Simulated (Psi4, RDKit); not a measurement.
Internal rotation in C10H10S2, SMILES Cc1ccsc1-c1sccc1C. Scanned: dihedral S5–C6–C7–S8; all other coordinates were relaxed at GFN2-xTB. Points at φ and −φ are mirror images. Heavy atoms are numbered in the order of the SMILES Cc1ccsc1-c1sccc1C, hydrogens after them in the order of the atoms that carry them; the mirror image has the same energies with the sign of each dihedral reversed.

Levels of theory: UFF // GFN2-xTB (RDKit); PBE0/def2-SVP // GFN2-xTB (Psi4); PBE0-D3(BJ)/def2-SVP // GFN2-xTB (Psi4).

Energies in eV, each method relative to its own lowest point.

| φ / ° | UFF | PBE0/def2-SVP | PBE0-D3(BJ)/def2-SVP |
|---|---|---|---|
| -150 | 0.032 | 0.037 | 0.038 |
| -120 | 0.000 | 0.016 | 0.021 |
| -90 | 0.089 | 0.030 | 0.038 |
| -60 | 0.005 | 0.000 | 0.000 |
| -30 | 0.131 | 0.071 | 0.072 |
| 0 | 0.839 | 0.402 | 0.412 |
| 30 | 0.131 | 0.071 | 0.072 |
| 60 | 0.005 | 0.000 | 0.000 |
| 90 | 0.089 | 0.030 | 0.038 |
| 120 | 0.000 | 0.016 | 0.021 |
| 150 | 0.032 | 0.037 | 0.038 |
| 180 | 0.190 | 0.051 | 0.051 |
